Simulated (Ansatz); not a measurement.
Program: Ansatz. Geometries: PBE0-D4/def2-TZVP. ΔE: electronic, gas phase. CCSD(T)/CBS is the MP2 limit (def2-TZVPP, def2-QZVPP) plus CCSD(T) − MP2 in def2-TZVPP, frozen cores. This one scheme is used for every species. DFT in def2-TZVPP. B3LYP here is the variant with VWN-RPA as its local correlation; programs differ in this. One conformer a species, not always the lowest.

Reaction (ligand exchange at the Si–N bond): `C=CN([SiH3])[SiH2]Cl` + `O[SiH2]S` → `O[SiH2]S[SiH2]Cl` + `C=CN[SiH3]`

`C=CN([SiH3])[SiH2]Cl`:

```xyz
14

C    -0.681   -0.933    1.903
C    -0.841   -0.764    0.591
N    -0.046    0.021   -0.252
Si   -0.423    0.110   -1.961
Si    1.280    0.862    0.480
Cl    2.217    1.902   -1.023
H    -1.365   -1.567    2.448
H     0.111   -0.463    2.477
H    -1.661   -1.270    0.089
H    -1.618   -0.752   -2.143
H     0.692   -0.405   -2.793
H    -0.740    1.496   -2.380
H     0.815    1.838    1.492
H     2.261   -0.075    1.071
```

`O[SiH2]S`:

```xyz
7

O     0.864   -0.418    1.157
Si    0.240    0.479   -0.069
S    -1.555   -0.332   -0.888
H     0.270   -0.657    1.871
H    -0.177    1.834    0.370
H     1.322    0.535   -1.075
H    -0.964   -1.441   -1.367
```

`O[SiH2]S[SiH2]Cl`:

```xyz
10

O    -0.927   -1.021   -1.244
Si    0.256    0.076   -1.526
S     0.357    1.563    0.015
Si    0.295    0.246    1.677
Cl   -1.638   -0.274    2.160
H    -1.784   -0.703   -0.952
H     1.505   -0.713   -1.588
H     0.052    0.864   -2.766
H     0.855    0.967    2.838
H     1.029   -1.005    1.387
```

`C=CN[SiH3]`:

Cartesian coordinates in Å:
```
C 1.225 0.454 1.726
C 0.370 0.529 0.708
N 0.174 -0.421 -0.277
Si -1.093 -0.403 -1.453
H 1.858 -0.413 1.882
H 1.310 1.273 2.426
H -0.248 1.416 0.590
H 0.750 -1.244 -0.186
H -0.698 -1.351 -2.524
H -2.419 -0.818 -0.914
H -1.229 0.979 -1.979
```

```
             level  ΔE (kJ/mol)  difference from CCSD(T)/CBS
         r2SCAN-D4        -21.3                         -9.0
           PBE0-D4        -22.6                        -10.3
          B3LYP-D4        -16.9                         -4.6
           ωB97M-V        -14.2                         -1.9
               PBE        -27.8                        -15.5
              PBE0        -25.1                        -12.8
             B3LYP        -21.4                         -9.1
     HF/def2-TZVPP        -17.3                         -5.0
    MP2/def2-TZVPP        -10.4                          1.9
   CCSD/def2-TZVPP         -8.6                          3.7
CCSD(T)/def2-TZVPP         -8.4                          3.9
    MP2/def2-QZVPP        -12.3                          0.0
SCS-MP2/def2-QZVPP        -11.3                          1.0
      HF/CBS(def2)        -16.2                         -3.9
     MP2/CBS(def2)        -14.3                         -2.0
    CCSD/CBS(def2)        -12.6                         -0.3
       CCSD(T)/CBS        -12.3                            0
```

Largest T1 diagnostic among the species: 0.012.

The D4 term adds +4.5 kJ/mol with B3LYP and +2.4 kJ/mol with PBE0; it sums over pairs of atoms, weighted by their polarisabilities, and B3LYP, whose exchange is more repulsive, gets the larger term. In def2-TZVPP, CCSD(T) changes the Hartree–Fock value by +8.9 kJ/mol (the triples alone add +0.3 kJ/mol) and MP2 by +6.9 kJ/mol.
